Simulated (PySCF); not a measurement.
## Electron correlation in Pd⁺ (palladium, charge +1)

[Kr] 4d9, 2D determinant. Computed with PySCF 2.14 in def2-QZVPPD with the def2 core potential (28 electrons) (7s5p4d4f2g, 88 functions), with a scalar-relativistic core potential. Frozen: 4s2 4p6; 9 electrons correlated.

| level | correlation energy (mhartree) |
| --- | --- |
| CCSD | -287.12 |
| (T) | -11.08 |
| CCSD(T) | -298.20 |

Diagnostics: T1 = 0.0038, D1 = 0.0113, largest double amplitude 0.021.

Problem. Is a single reference adequate?

Solution. Yes, within this model without spin-orbit coupling: T1 lies below 0.03 and no double amplitude reaches 0.07.
